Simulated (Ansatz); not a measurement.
Cost and result for the atomization energy of CH₃Cl₃Si (`C[Si](Cl)(Cl)Cl`) (8 atoms, 7 bonds).

Charge 0, multiplicity 1. Geometry: relaxed with PBE0-D4/def2-TZVP. Program: Ansatz. All runs use 4 threads of a server CPU on a shared host. Times are those of one run each, without the atoms' runs, and a repeat can differ threefold. Electronic energies, without spin–orbit coupling; frozen cores. CCSD(T)/CBS adds CCSD(T) − MP2 in def2-TZVPP to the MP2 limit, and its time is that of the two runs behind it. T1 = 0.009. HSE06 is the plane-wave form, built on full-range PBE exchange.

CCSD(T)/CBS is a level of theory with its own doubt, some kJ/mol a heavy atom from the limit and from the frozen cores, so smaller differences don't rank the functionals.

```csv
level,functions,atomization (kcal/mol),difference from CCSD(T)/CBS,per bond
CCSD(T)/def2-SVP,101,629.7,-51.7,-7.4
ωB97X-V/def2-TZVPP,241,683.8,2.4,0.3
BHLYP-D4/def2-TZVPP,241,661.1,-20.3,-2.9
ωB97M-V/def2-TZVPP (with forces),241,685.6,4.2,0.6
MP2/def2-QZVPP,427,692.0,10.6,1.5
CCSD(T)/def2-TZVPP,241,660.4,-21.0,-3.0
HSE06-D4/def2-TZVPP,241,683.7,2.3,0.3
CCSD(T)/CBS(def2),–,681.4,0.0,0.0
LDA (SPW92)/def2-TZVPP,241,769.3,87.9,12.5
BLYP-D4/def2-TZVPP,241,667.4,-14.0,-2.0
PBE0-D4/def2-TZVPP,241,683.3,1.9,0.3
r2SCAN-D4/def2-TZVPP (with forces),241,686.1,4.7,0.7
PBE-QIDH/def2-TZVPP,241,681.7,0.3,0.0
```

Problem. Order the runs by time, with rough figures. (Estimate.)

Solution. The calculation gave: LDA (SPW92)/def2-TZVPP 1.1 s; BLYP-D4/def2-TZVPP 1.7 s; CCSD(T)/def2-SVP 2.1 s; BHLYP-D4/def2-TZVPP 2.8 s; PBE0-D4/def2-TZVPP 3.1 s; HSE06-D4/def2-TZVPP 3.1 s; r2SCAN-D4/def2-TZVPP (with forces) 4.1 s; PBE-QIDH/def2-TZVPP 4.2 s; ωB97X-V/def2-TZVPP 7 s; ωB97M-V/def2-TZVPP (with forces) 10 s; MP2/def2-QZVPP 13 s; CCSD(T)/def2-TZVPP 81 s; CCSD(T)/CBS(def2) 94 s.

Leaving LDA and LC-ωPBE aside and taking each functional with its dispersion term where it has one, the values, not all of them listed here, spread over 28.6 kcal/mol, from BHLYP-D4 to B97M-V. LDA lies +86.6 kcal/mol from PBE without D4, its usual overbinding. The D4 term adds +10.8 kcal/mol with B3LYP and +5.7 kcal/mol with PBE0; it sums over pairs of atoms, weighted by their polarisabilities, and B3LYP, whose exchange is more repulsive, gets the larger term. In def2-TZVPP, CCSD(T) changes the Hartree–Fock value by +144.6 kcal/mol (the triples alone add +11.2 kcal/mol) and MP2 by +163.8 kcal/mol; breaking electron pairs costs correlation energy, which Hartree–Fock lacks.

B3LYP here is the variant with VWN-RPA as its local correlation; programs differ in this.
